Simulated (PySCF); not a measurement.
Can point charges reproduce the dipole moment of `C=C(C=O)CC#CC(N)=S`?

Coordinates (GFN2-xTB, Å) and charges (e) from the PBE0/pcSseg-1 density (PySCF):

```csv
atom,x,y,z,Mulliken,IAO,Hirshfeld,ESP-fitted
C1,-1.916,-2.078,-0.553,+0.0067,-0.2647,-0.0558,-0.5128
C2,-1.608,-0.911,0.008,-0.4947,-0.0260,+0.0057,+0.1408
C3,-1.917,0.352,-0.683,+0.3669,+0.2496,+0.1203,+0.4064
O4,-1.656,1.452,-0.271,-0.3525,-0.3899,-0.2171,-0.4315
C5,-0.911,-0.789,1.339,-0.0581,-0.2781,-0.0499,-0.3268
C6,0.385,-0.175,1.146,+0.0222,+0.0086,-0.0163,+0.0831
C7,1.433,0.375,0.922,+0.1573,-0.0762,-0.0672,-0.1708
C8,2.703,0.947,0.707,-0.2733,+0.0478,+0.0724,+0.1774
N9,2.730,2.219,0.271,-0.2821,-0.4343,-0.1396,-0.4821
S10,4.077,0.079,0.979,-0.1512,-0.2119,-0.2381,-0.3043
H11,-1.691,-3.019,-0.078,+0.1294,+0.1665,+0.0640,+0.2431
H12,-2.408,-2.130,-1.510,+0.1279,+0.1620,+0.0594,+0.2067
H13,-2.431,0.211,-1.654,+0.0694,+0.0999,+0.0424,+0.0026
H14,-1.501,-0.143,1.997,+0.1734,+0.1867,+0.0646,+0.1734
H15,-0.794,-1.769,1.805,+0.1513,+0.1733,+0.0651,+0.1625
H16,3.621,2.658,0.109,+0.2035,+0.2947,+0.1416,+0.2838
H17,1.880,2.732,0.106,+0.2039,+0.2920,+0.1485,+0.3485
```

Q: Form Σ q r in debye for every column and set it beside the full dipole.

A: The full density gives (-4.28, -0.40, -1.50) D, 4.55 D in size; dipole vectors point from the negative to the positive end.

```
    scheme     μx     μy     μz  size (D)  share of the full size (%)  angle to the full dipole (°)
  Mulliken  -5.43  -2.81  -0.69      6.15                         135                            25
       IAO  -3.71  -1.10  -1.52      4.16                          91                            11
 Hirshfeld  -3.35  -0.28  -1.19      3.57                          78                             1
ESP-fitted  -4.43  -0.35  -1.48      4.68                         103                             1
```

Q: Which set comes closest?

A: Length of the difference vector: ESP-fitted 0.16 D, IAO 0.90 D, Hirshfeld 0.99 D, Mulliken 2.79 D. Closest: ESP-fitted. ESP charges are fitted to the potential around the molecule, whose slowest-falling term is the dipole's. The schemes that divide the density aren't constrained to reproduce the dipole.

Q: What is left for the Hirshfeld atoms' own dipoles?

A: The shares of the density sum to the whole, so what Σ q r misses lies in dipoles about the nuclei. The atomic dipoles sum to (-4.28, -0.40, -1.50) − (-3.35, -0.28, -1.19) = (-0.93, -0.12, -0.31) D, 0.99 D in size.

Q: With the origin at the mean of the coordinates, (0.000, 0.001, 0.273) Å, which are the largest single terms, by size, of the IAO dipole along the direction of the full one?

A: N9 +5.76, H16 -5.07, S10 +4.15, O4 -3.01, C1 -2.87 D; all 17 atoms together +4.09 D. The single terms depend on the origin, their sum doesn't.

Q: Give the size of the full dipole in other units.

A: 4.55 D = 1.791 au = 0.948 e·Å = 15.18 × 10⁻³⁰ C·m.

Isolated species at its GFN2-xTB geometry (one conformer only).

Shape of the structure used: `[CH2:1]=[C:2]([CH:3]=[O:4])[CH2:5][C:6]#[C:7][C:8]([NH2:9])=[S:10]`: C1–C2–C3–O4 -179°, C1–C2–C5–C6 116°, H–N9–C8–C7 180°, H–N9–C8–C7 0°.
